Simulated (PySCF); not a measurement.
**Cost of excited-state runs on 4-isopropylphenol, C9H12O**

Atoms are numbered as in `[CH3:1][CH:2]([CH3:3])[c:4]1[cH:5][cH:6][c:7]([OH:8])[cH:9][cH:10]1`. Hydrogens are named by the atom that carries them.

PySCF with density fitting, on 1 thread of an AMD EPYC 9R14, shared host. Command: `OMP_NUM_THREADS=1 python excited_run.py task.json out`

(1) How long does each of these runs take, and how much memory?
- first hyperpolarisability, CAM-B3LYP/def2-SVPD; writes grids
- excited states, CAM-B3LYP/def2-SVPD; Tamm-Dancoff; spin-orbit couplings; 6 states; 5 triplets; quadratic response for 4 states; IEF-PCM methanol
- excited states, CAM-B3LYP/def2-SVPD; Tamm-Dancoff; spin-orbit couplings; 6 states; 5 triplets; quadratic response for 4 states; writes grids
- excited states, CAM-B3LYP/def2-SVPD; two-photon moments; 8 states; quadratic response for 6 states; 0 triplets

## Answers

(1) 
| run | level | basis functions | wall time | peak memory (GiB) |
| --- | --- | --- | --- | --- |
| first hyperpolarisability | CAM-B3LYP/def2-SVPD | 299 | 68 s | 1.4 |
| excited states | CAM-B3LYP/def2-SVPD | 299 | 71 s | 1.5 |
| excited states | CAM-B3LYP/def2-SVPD | 299 | 76 s | 1.3 |
| excited states | CAM-B3LYP/def2-SVPD | 299 | 85 s | 1.4 |

Times from a shared host are rough.
